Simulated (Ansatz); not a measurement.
Calculated with Ansatz (gas phase, PBE0-D4/def2-TZVP geometries, no zero-point term in ΔE). CBS: MP2 limit from def2 TZ/QZ plus the TZ coupled-cluster correction, frozen cores. This one scheme is used for every species, atoms too. DFT in def2-TZVPP. B3LYP here is the variant with VWN-RPA as its local correlation; programs differ in this. Open shells (•) are unrestricted, without spin–orbit coupling. Spin–orbit coupling would lower the free atoms: a little for C, Si; clearly for Br. For Br outer-core shells are correlated without core-valence functions, so the limit isn't a true one: a few kJ/mol of doubt a bond, and 10 to 20 or more in all where bonds break to atoms. Scalar relativity is left out up to krypton. Each species was taken in one conformer, which may not be the lowest.

Reaction (atomization): `BrC[SiH]1C=N1` → Br• + 2 C• + 4 H• + N• + Si•

```csv
level,ΔE (eV),difference from CCSD(T)/CBS
PBE-D4,34.52,1.12
r2SCAN-D4,33.50,0.10
PBE0-D4,33.64,0.24
B3LYP-D4,33.35,-0.05
ωB97X-V,33.56,0.16
ωB97M-V,33.52,0.12
B2PLYP,32.99,-0.41
PBE,34.29,0.89
r2SCAN,33.45,0.05
PBE0,33.44,0.04
B3LYP,32.98,-0.42
HF/def2-TZVPP,22.68,-10.72
MP2/def2-TZVPP,33.10,-0.30
SCS-MP2/def2-TZVPP,32.86,-0.54
CCSD/def2-TZVPP,31.56,-1.84
CCSD(T)/def2-TZVPP,32.30,-1.10
HF/def2-QZVPP,22.74,-10.66
MP2/def2-QZVPP,33.75,0.35
SCS-MP2/def2-QZVPP,33.60,0.20
HF/CBS(def2),22.75,-10.65
MP2/CBS(def2),34.20,0.80
CCSD/CBS(def2),32.66,-0.74
CCSD(T)/CBS,33.40,0
```

Largest T1 diagnostic among the species: 0.012.

The D4 term adds +0.37 eV with B3LYP and +0.19 eV with PBE0; it sums over pairs of atoms, weighted by their polarisabilities, and B3LYP, whose exchange is more repulsive, gets the larger term. In def2-TZVPP, CCSD(T) changes the Hartree–Fock value by +9.63 eV (the triples alone add +0.75 eV) and MP2 by +10.42 eV; breaking electron pairs costs correlation energy, which Hartree–Fock lacks.

For atomizations the MP2-based limit and the directly extrapolated one differ by several kJ/mol either way, and by 10 to 25 for some Ge, Se and Sn compounds, so smaller differences from it don't rank the levels.
